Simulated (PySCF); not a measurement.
Species: C₃H₉AsSi.
Numbering: `[CH2:1]=[CH:2][CH2:3][SiH2:4][AsH2:5]` (hydrogens: H6, H7 on C1; H8 on C2; H9, H10 on C3; H11, H12 on Si4; H13, H14 on As5)

Structure used (PBE0-D3(BJ)/def2-SVP), in Å, numbered top down from 1:
```
atom  x, y, z in Å
C1    -2.1747   -0.3970   -0.6286
C2    -1.1687    0.4625   -0.8076
C3    -0.6178    1.3854    0.2284
Si4    1.0443    0.7718    0.9111
As5    2.5057    0.3340   -0.9077
H6    -2.7087   -0.4635    0.3250
H7    -2.5013   -1.0632   -1.4309
H8    -0.6681    0.4852   -1.7850
H9    -1.3114    1.4921    1.0792
H10   -0.4483    2.3927   -0.1896
H11    1.6734    1.8396    1.7518
H12    0.8220   -0.4384    1.7609
H13    1.8908   -1.0414   -1.1468
H14    3.5782   -0.2330    0.0173
```

Method used: core-valence-separated Tamm–Dancoff BHandHLYP/aug-pcX-1 (pcseg-1 on H, def2-SVPD on Si, def2-SVPD on As) in PySCF, non-relativistic, gas phase, PBE0-D3(BJ)/def2-SVP geometry. Absolute energies from this functional tend to lie a few eV below measured edges; no shift was applied.

Give energies, oscillator strengths and core holes at the C K edge.

```tsv
E (eV)	f	core hole on	main final orbital	polarisation
282.62	0.0565	C1	LUMO+2 (37 %)	normal to the local trigonal plane
282.86	0.0644	C2	LUMO+2 (44 %)	normal to the local trigonal plane
285.39	0.0044	C3	LUMO (58 %)	–
285.62	0.0058	C3	LUMO+2 (40 %)	–
285.63	0.0093	C1	spread	in the local trigonal plane
285.95	0.0245	C3	LUMO+1 (31 %)	–
286.00	0.0119	C2	LUMO (33 %)	in the local trigonal plane
286.05	0.0338	C1	spread	in the local trigonal plane
286.18	0.0290	C3	spread	–
286.63	0.0065	C3	LUMO+1 (34 %)	–
286.78	0.0012	C1	LUMO (39 %)	in the local trigonal plane
286.88	0.0029	C3	LUMO+5 (32 %)	–
286.91	0.0056	C1	spread	normal to the local trigonal plane
286.96	0.0060	C3	LUMO+4 (44 %)	–
287.00	0.0011	C2	LUMO+1 (32 %)	in the local trigonal plane
```

The first line with a tenth or more of the strongest one's intensity is at 282.62 eV (f = 0.057), with the hole on C1 (terminal =CH2 carbon), polarised normal to the local trigonal plane: a 1s→π* resonance. The strongest listed is at 282.86 eV (f = 0.064; C2, 1s→π*).

Roots within 0.03 eV whose holes lie on the same, on equivalent or on shared atoms are summed into one line, and the highest roots are left out, as the search may have cut off their partners. Final orbitals are the ground state's empty Kohn–Sham orbitals. A dash: too weak, shared between unlike atoms, or no plane or axis to refer to.

What is the summed oscillator strength of the listed C K lines, and their intensity-weighted mean energy?

Σf = 0.263 over 15 lines from 282.62 to 287.00 eV; the weighted mean is 284.57 eV. The strongest line holds 24 % of the sum.

The ionisation thresholds weren't computed; near and above them a finite basis only mimics Rydberg series and continuum. The BHandHLYP/aug-pcX-1 (pcseg-1 on H, def2-SVPD on Si, def2-SVPD on As) calculation is non-relativistic and has no spin–orbit coupling, an omission that weighs most on arsenic.

The run took about 40 s of CPU time (one thread, shared machine).

One conformer stands for the species.
